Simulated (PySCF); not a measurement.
# Bonding in `CN=P1(C)CCCCC1`

Compound: C7H16NP.
Numbering: `[CH3:1][N:2]=[P:3]1([CH3:4])[CH2:5][CH2:6][CH2:7][CH2:8][CH2:9]1` (hydrogens: H10, H11, H12 on C1; H13, H14, H15 on C4; H16, H17 on C5; H18, H19 on C6; H20, H21 on C7; H22, H23 on C8; H24, H25 on C9)

Geometry (GFN2-xTB, Å), atoms numbered from 1 in this order:
```
atom  x, y, z in Å
C1     2.2698   -1.2083    1.5909
N2     1.2429   -0.2092    1.3833
P3     0.7307    0.3369    0.0154
C4     1.9051    1.2111   -1.1295
C5    -0.1861   -0.7851   -1.1550
C6    -1.4029   -1.3060   -0.4008
C7    -2.3713   -0.1810   -0.0419
C8    -1.7776    0.7917    0.9748
C9    -0.5739    1.5434    0.4177
H10    3.2335   -0.9342    1.1492
H11    1.9911   -2.1955    1.2067
H12    2.4083   -1.2954    2.6705
H13    2.6307    0.4882   -1.5017
H14    1.3963    1.6747   -1.9699
H15    2.4323    1.9684   -0.5509
H16    0.4726   -1.6095   -1.4438
H17   -0.4824   -0.2492   -2.0581
H18   -1.9219   -2.0577   -1.0023
H19   -1.0622   -1.7847    0.5217
H20   -2.6521    0.3622   -0.9491
H21   -3.2810   -0.6173    0.3771
H22   -1.4517    0.2371    1.8566
H23   -2.5455    1.5066    1.2832
H24   -0.8426    2.1055   -0.4809
H25   -0.1732    2.2314    1.1647
```

Bond orders from the PBE0/pcSseg-1 density (PySCF). The structure is a single GFN2-xTB conformer in the gas phase; no vibrational or solvent corrections.

(1) How far do the computed orders between heavy atoms stray from the drawn ones?

(2) Give the Mayer order of every bond between heavy atoms, beside its length.

Results:

(1) The largest departure is 0.302, at N2–P3 (drawn double, 1.698). Drawn single, order below 0.88: P3–C5 (0.856). Drawn double or triple, more than 0.30 short of the drawn order: N2–P3 (1.698).

(2) 
| bond | drawn as | length (Å) | Mayer order |
| --- | --- | --- | --- |
| C1–N2 | single | 1.448 | 0.994 |
| N2–P3 | double | 1.559 | 1.698 |
| P3–C4 | single | 1.859 | 0.933 |
| P3–C5 | single | 1.863 | 0.856 |
| C5–C6 | single | 1.523 | 1.028 |
| C6–C7 | single | 1.527 | 1.036 |
| C7–C8 | single | 1.527 | 1.039 |
| C8–C9 | single | 1.525 | 1.036 |
| C9–P3 | single | 1.822 | 0.946 |

By pair of heavy elements: C–P: lowest P3–C5 (0.856, 1.863 Å), highest C9–P3 (0.946, 1.822 Å). C–C: all 4 within 0.02 of one another (1.028 to 1.039).

Question: And the bonds to hydrogen?

Answer: C–H: 0.93 to 0.97 (16 bonds).

Question: Sum the orders of all bonds at each heavy atom with more than one neighbour and set the sums beside the valence in the SMILES.

Answer: C1 3.886 (drawn 4), N2 2.692 (drawn 3), P3 4.433 (drawn 5), C4 3.770 (drawn 4), C5 3.753 (drawn 4), C6 3.953 (drawn 4), C7 3.973 (drawn 4), C8 3.961 (drawn 4), C9 3.846 (drawn 4). Orders between atoms that aren't bonded are not in these sums.

For a closed shell the Mayer order of atoms A and B is Σ (PS)μν (PS)νμ over the basis functions μ on A and ν on B, with P the density and S the overlap matrix.
